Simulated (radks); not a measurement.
Question: Radial electron density D(r) = 4 pi r^2 rho(r) of an atom or ion with 15 electrons. Method: non-relativistic Kohn-Sham, LDA (Slater exchange, Perdew-Wang correlation), spin-polarised, spherical densities, point nucleus; computed with a radial shooting solver on a logarithmic mesh with Libxc functionals.

r (bohr),D(r) (e/bohr),spin D(r)
0.00404,0.4771,0.00184
0.004592,0.6055,0.00233
0.005219,0.7666,0.00295
0.005931,0.9680,0.00373
0.006741,1.218,0.00469
0.007662,1.528,0.00589
0.008708,1.909,0.00735
0.009897,2.374,0.00914
0.01125,2.938,0.0113
0.01278,3.613,0.0139
0.01453,4.415,0.0170
0.01651,5.354,0.0206
0.01877,6.437,0.0247
0.02133,7.664,0.0294
0.02425,9.025,0.0346
0.02756,10.50,0.0402
0.03132,12.04,0.0461
0.0356,13.59,0.0521
0.04046,15.07,0.0580
0.04598,16.38,0.0637
0.05226,17.41,0.0690
0.0594,18.06,0.0741
0.06751,18.25,0.0797
0.07673,17.93,0.0869
0.0872,17.13,0.0976
0.09911,15.95,0.115
0.1126,14.61,0.141
0.128,13.34,0.182
0.1455,12.43,0.238
0.1654,12.10,0.311
0.188,12.48,0.395
0.2136,13.50,0.482
0.2428,14.91,0.555
0.276,16.33,0.593
0.3136,17.29,0.577
0.3565,17.42,0.497
0.4051,16.51,0.360
0.4605,14.59,0.198
0.5233,11.97,0.0672
0.5948,9.094,0.0383
0.676,6.467,0.177
0.7684,4.468,0.517
0.8733,3.264,1.04
0.9925,2.783,1.68
1.128,2.779,2.30
1.282,2.944,2.77
1.457,3.018,2.96
1.656,2.863,2.85
1.882,2.476,2.47
2.139,1.947,1.95
2.431,1.396,1.40
2.763,0.9214,0.921
3.141,0.5666,0.567
3.57,0.3304,0.330
4.057,0.1858,0.186
4.611,0.1012,0.101
5.241,0.05266,0.0527
5.957,0.02542,0.0254
6.77,0.01099,0.0110
7.694,0.004122,0.00412
8.745,0.001301,0.00130
9.939,0.0003363,0.000336

What is the nuclear charge?

Answer: Z = 16. The innermost maximum, from 1s, lies near 1/Z = 0.0625 bohr (found: 0.0664), and its height grows with Z. The density is that of the sulfur ion S+ in [Ne] 3s1 3p3 3d1; the configuration itself is not fixed sharply by these data, and Z only to about a unit. D(r) has 3 maxima, at r = 0.0664, 0.340, 1.43 bohr, and minima at 0.165, 1.06 bohr, inside which lie 2.19, 10.45 electrons.
